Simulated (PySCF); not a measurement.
PySCF input file for GeH₄O₄, SMILES [OH][Ge]([OH])([OH])[OH], B3LYP/pcSseg-1. Geometry: PBE0-D3(BJ)/def2-SVP. The isomer is the one that the SMILES or the coordinates give; other isomers of the formula were not compared. Other conformers were not sampled.

```python
import numpy as np
from pyscf import gto, scf, dft
from pyscf.prop.nmr import rks as nmr

mol = gto.M(
    atom='''
    O    -1.12548469    0.97818316   -0.92686005
    Ge   -0.00000000    0.00000000   -0.00000000
    O     1.12548467   -0.97818316   -0.92686008
    O    -0.97818315   -1.12548468    0.92686007
    O     0.97818318    1.12548468    0.92686006
    H    -1.92487737    0.48733472   -1.14913225
    H     1.92487735   -0.48733472   -1.14913231
    H    -0.48733470   -1.92487737    1.14913229
    H     0.48733473    1.92487736    1.14913227
    ''',
    basis='pcSseg-1',
    charge=0,
    spin=0,
    max_memory=1600,
    verbose=3,
)
mf = dft.RKS(mol, xc='b3lyp')
mf.grids.level = 3
mf.conv_tol = 1e-10
mf.max_cycle = 100
mf.kernel()
n = nmr.NMR(mf)
n.verbose = 2
n.max_cycle_cphf = 60
sigma = n.kernel()
print('atom   isotropic/ppm   span/ppm')
for i, s in enumerate(sigma):
    w = np.linalg.eigvalsh((s + s.T) / 2)
    print(f'{mol.atom_symbol(i):2s}{i + 1:3d} {w.mean():14.3f} {w[2] - w[0]:11.3f}')
```

Log of the run:

```
converged SCF energy = -2380.22291817526
atom   isotropic/ppm   span/ppm
O   1        284.557      62.992
Ge  2       1306.030      55.703
O   3        284.557      62.992
O   4        284.557      62.992
O   5        284.557      62.992
H   6         29.856      23.049
H   7         29.856      23.049
H   8         29.856      23.049
H   9         29.856      23.049
```

The run converged.
